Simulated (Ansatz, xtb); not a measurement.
**Relative energy of two isomers of C2H10Ge2S**

Structure I is `C[CH2][GeH2][S][GeH3]`, a singlet and structure II is `C[S][GeH2][GeH2][CH3]`, a singlet. Both are isolated molecules in the gas phase, relaxed with r2SCAN-D4/def2-SVP; each stands in its lowest conformer found.

I (Å):

```csv
atom,x (Å),y (Å),z (Å)
C,0.3447,-0.1167,2.6875
C,0.5553,-1.3660,1.8366
Ge,-0.9078,-1.7064,0.5763
Ge,0.7322,0.3102,-1.6168
S,-1.2861,0.1091,-0.6895
H,-0.5576,-0.2020,3.3147
H,0.2188,0.7783,2.0573
H,1.1996,0.0615,3.3600
H,1.4897,-1.2970,1.2524
H,0.6525,-2.2706,2.4634
H,-0.5850,-2.9045,-0.3370
H,-2.2410,-1.9312,1.3085
H,1.2272,-1.0647,-2.0967
H,1.7410,0.8891,-0.6100
H,0.5643,1.2694,-2.8000
```

II (Å):

```yaml
atoms:
  - { symbol: C, position_ang: [-0.2939, 1.5967, -0.2746] }
  - { symbol: C, position_ang: [1.6358, -2.3227, 0.7122] }
  - { symbol: Ge, position_ang: [-1.5510, -1.2548, -0.4248] }
  - { symbol: Ge, position_ang: [-0.1589, -1.9937, 1.4182] }
  - { symbol: S, position_ang: [-0.4227, 0.3074, -1.5656] }
  - { symbol: H, position_ang: [0.2774, 1.2467, 0.5985] }
  - { symbol: H, position_ang: [-1.2867, 1.9437, 0.0491] }
  - { symbol: H, position_ang: [0.2428, 2.4421, -0.7280] }
  - { symbol: H, position_ang: [-1.7859, -2.3712, -1.4562] }
  - { symbol: H, position_ang: [-2.9127, -0.6768, 0.0163] }
  - { symbol: H, position_ang: [-0.1082, -0.8944, 2.4977] }
  - { symbol: H, position_ang: [-0.7374, -3.2633, 2.0731] }
  - { symbol: H, position_ang: [1.9578, -1.4545, 0.1178] }
  - { symbol: H, position_ang: [2.3543, -2.4913, 1.5279] }
  - { symbol: H, position_ang: [1.6295, -3.2063, 0.0570] }
```

Quicker runs give these differences E(II) − E(I): GFN2-xTB +0.589 eV; HF/STO-3G +0.073 eV (at GFN2-xTB geometries); r2SCAN-D4/def2-SVP//GFN2-xTB +0.347 eV.

Estimate E(II) − E(I) at the level CCSD(T)/def2-SVP + ΔMP2/def2-TZVPP.

Calculated at CCSD(T)/def2-SVP + ΔMP2/def2-TZVPP: E(II) − E(I) = +0.308 eV, so structure I lies lower.

How the difference moves with the method:

```
                             level            geometry  E(II) − E(I) (eV)  departure from the last row (eV)  job, with rough time for the two
                          GFN2-xTB            GFN2-xTB              +0.589                            +0.281              optimisation, 0.23 s
                         HF/STO-3G            GFN2-xTB              +0.073                            −0.235              single point, 0.56 s
      r2SCAN-D4/def2-SVP//GFN2-xTB            GFN2-xTB              +0.347                            +0.039                 single point, 4 s
                r2SCAN-D4/def2-SVP  r2SCAN-D4/def2-SVP              +0.335                            +0.027                optimisation, 60 s
                       HF/def2-SVP  r2SCAN-D4/def2-SVP              +0.478                            +0.170           part of the CCSD(T) run
                      MP2/def2-SVP  r2SCAN-D4/def2-SVP              +0.458                            +0.150           part of the CCSD(T) run
                  CCSD(T)/def2-SVP  r2SCAN-D4/def2-SVP              +0.432                            +0.124                      single point
CCSD(T)/def2-SVP + ΔMP2/def2-TZVPP  r2SCAN-D4/def2-SVP              +0.308                                                  single point, 93 s
```

As drawn, II has 1 C–S, 1 Ge–Ge, 1 C–H in place of 1 C–C, 1 Ge–S, 1 Ge–H.

The levels shown agree on the order. The largest departure from CCSD(T)/def2-SVP + ΔMP2/def2-TZVPP is that of GFN2-xTB, 0.281 eV. The last row adds to CCSD(T) the change of the MP2 difference between the two basis sets, here −0.124 eV.

With thermal terms from frequencies at re-optimised GFN2-xTB minima (ideal gas, soft modes damped towards free rotors, one conformer each, 298.15 K, 1 atm): the zero-point term adds +0.006 eV; ΔH is +0.338 and ΔG +0.285 eV.

The correlated steps freeze 25 core orbitals; the filled d shell of Ge is correlated, in a basis made for valence electrons. Run with Ansatz 0.2.0, xtb 6.7.1; the last row on 4 threads of Arm Neoverse V2 on a shared host.
